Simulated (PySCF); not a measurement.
# C₆ coefficients of unlike pairs at PBE

Calculated with PySCF 2.14 from the dipole response of each species, C₆(A,B) = (3/π) ∫ α_A(iu) α_B(iu) du, in atomic units, from isotropic polarisabilities. For ions this is the dispersion term alone; charge-induced terms of lower order in 1/R come first.

| species | configuration | basis | relativity | α (bohr³) | C₆ (like pair) |
| --- | --- | --- | --- | --- | --- |
| Te⁺ | [Kr] 4d10 5s2 5p3 (4S) | aug-cc-pVQZ-PP with one added diffuse shell each of s, p, d, f, g type with ECP28MDF (8s8p6d4f3g) | core potential | 22.56 | 188.5 |
| Os⁺ | [Xe] 4f14 5d6 6s1 (6D) | def2-QZVPPD with the def2 core potential (60 electrons) (7s5p4d4f2g) | core potential | 27.05 | 225.5 |
| Sb | [Kr] 4d10 5s2 5p3 (4S) | aug-cc-pVTZ-DK3 (8s7p5d2f) | spin-free X2C | 47.84 | 523.1 |
| Re²⁺ | [Xe] 4f14 5d5 (6S) | aug-cc-pVTZ-PP with ECP60MDF (6s6p5d3f2g) | core potential | 12.39 | 76.62 |

(1) Estimate C₆ for Re²⁺ with Te⁺.

No spin-orbit coupling is included.

The other pairs:

```json
{"pair": "Re²⁺, Os⁺", "C₆": "128.8"}
{"pair": "Re²⁺, Sb", "C₆": "185.9"}
{"pair": "Os⁺, Te⁺", "C₆": "205.6"}
{"pair": "Sb, Os⁺", "C₆": "337.7"}
{"pair": "Sb, Te⁺", "C₆": "307.0"}
```

Answers

(1) The integral gives 118.0. The combination rule 2 C_A C_B / (C_A α_B/α_A + C_B α_A/α_B) gives 118.9 and the geometric mean 120.2.
